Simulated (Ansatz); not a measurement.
Molecule: SiN, net charge 0, doublet state. 
Geometry from a B3LYP-D3(BJ)/def2-TZVP (Ansatz, a quantum-chemistry and plane-wave program) optimisation:
SMILES: [N+]#[Si-]
```xyz
2

N      0.0000     0.0000    -1.0450
Si     0.0000     0.0000     0.5225
```
Charge 0, spin multiplicity 2.

Quantity: atomisation energy (electronic, to ground-state atoms), in eV. Cores are frozen in the correlated levels unless marked. UHF or UKS for open shells. No spin-orbit coupling. Non-relativistic unless marked X2C. The coupled-cluster limit lacks core correlation, which all-electron functionals hold. Basis-set limits of correlation are two-point, X^-3; Hartree-Fock from the larger set.

```csv
level,program,atomisation energy (eV)
HF/def2-QZVPP,Ansatz,1.33
B3LYP-D4/def2-TZVPD,Ansatz + dftd4,4.73
PBE0-D3(BJ)/def2-TZVPD,Ansatz + dftd3,4.49
HSE06/def2-TZVPD,Ansatz,4.48
```

Task: What does CCSD(T)/CBS(aug-cc-pV(T+d)Z,aug-cc-pV(Q+d)Z) (Ansatz) give?

Result: 4.60 eV
